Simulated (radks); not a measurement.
The mean radii <r> (bohr) of the occupied orbitals of an atom or ion are listed with their occupations. All-electron calculation, non-relativistic Kohn-Sham, exchange-only LDA, spin-unpolarised, spherical densities, point nucleus. Program: a radial shooting solver on a logarithmic mesh with Libxc functionals.

| orbital | occ. | <r> |
|---|---|---|
| 1s | 2 | 0.02490 |
| 2s | 2 | 0.1063 |
| 2p | 6 | 0.09020 |
| 3s | 2 | 0.2763 |
| 3p | 6 | 0.2660 |
| 3d | 10 | 0.2372 |
| 4s | 2 | 0.6225 |
| 4p | 6 | 0.6379 |
| 4d | 10 | 0.6758 |
| 5s | 2 | 1.375 |
| 5p | 3 | 1.475 |
| 4f | 3 | 0.8044 |

Name the element and its charge.

Answer. Z = 61, promethium, charge +7: Pm7+ in [Kr] 4d10 4f3 5s2 5p3. The 1s radius gives Z: for a bare nucleus <r> = 1.5/Z, 0.02459 bohr for Z = 61, and screening makes it slightly larger (0.02490 here). The occupations add up to 54, and the charge is Z minus that.
